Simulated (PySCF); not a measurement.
Job for PySCF: R-BP86/6-31G* on CHF (SMILES [CH]F), 2S+1 = 1.

```python
from pyscf import gto, scf, dft, mp
from pyscf.data.elements import chemcore

mol = gto.M(
    atom='''
    C    -0.57409467    0.44276843    0.00000000
    F     0.53400168   -0.25530897    0.00000000
    H    -1.36144715   -0.35882978    0.00000000
    ''',
    basis='6-31g*',
    cart=True,
    charge=0, spin=0, verbose=3, max_memory=1800)
mf = dft.RKS(mol, xc='b88,p86')
mf.conv_tol = 1e-8
mf.max_cycle = 100
mf.kernel()
if not mf.converged:
    mf = mf.newton().run(mf.mo_coeff, mf.mo_occ)
```

The log:

```
converged SCF energy = -138.39549654034
```

Self-consistency was reached.

Cost: roughly 0.6 core-seconds.
